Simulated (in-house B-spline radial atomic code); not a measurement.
Successive ionisation energies of calcium; each step leads to the configuration of the next row (after the last: bare). Dirac energy differences include first-order Breit, QED and recoil terms. NIST's values go from ground level to ground level; the uncertainty of those that are theory runs from under 0.1 % in few-electron ions to several per cent in heavy many-electron ones. Computed with a radial B-spline atomic code at the basis-set limit: Dirac-Hartree-Fock, average of the configuration, finite nuclei.

| ion | configuration | ionisation energy (eV) | tabulated value (eV) | tabulated kind | computed minus tabulated (eV) | highest orbital | largest mean radius (bohr) |
| --- | --- | --- | --- | --- | --- | --- | --- |
| Ca15+ | [He] 2s2 2p1 | 971.8 | 973.7 | semi-empirical | -2 | 2p3/2 | 0.328 |
| Ca16+ | [He] 2s2 | 1080.9 | 1086.8 | semi-empirical | -6 | 2s1/2 | 0.32269 |
| Ca17+ | [He] 2s1 | ? | ? | tabulated theory | ? | ? | ? |
| Ca18+ | 1s2 | ? | ? | tabulated theory | ? | ? | ? |
| Ca19+ | 1s1 | 5469.9 | 5469.864 | tabulated theory | 0 | 1s1/2 | 0.074465 |

(1) Fill in the row of Ca17+.

(2) Fill in the row of Ca18+.

(3) Where is the largest jump?

Where a p, d or f electron is removed, the computed value is a mean over both j, so it misses the tabulated one by a part of the spin-orbit splitting; averaging over terms and missing correlation add to the gap, relatively most at low charge.

Answers

(1) ionisation energy (eV): 1157.6; tabulated value (eV): 1157.726; computed minus tabulated (eV): 0; highest orbital: 2s1/2; largest mean radius (bohr): 0.31782.

(2) ionisation energy (eV): 5127.4; tabulated value (eV): 5128.858; computed minus tabulated (eV): -1; highest orbital: 1s1/2; largest mean radius (bohr): 0.075904.

(3) From Ca17+ to Ca18+, by a factor of 4.43 (1157.6 to 5127.4 eV); the highest orbital goes from 2s1/2 to 1s1/2.
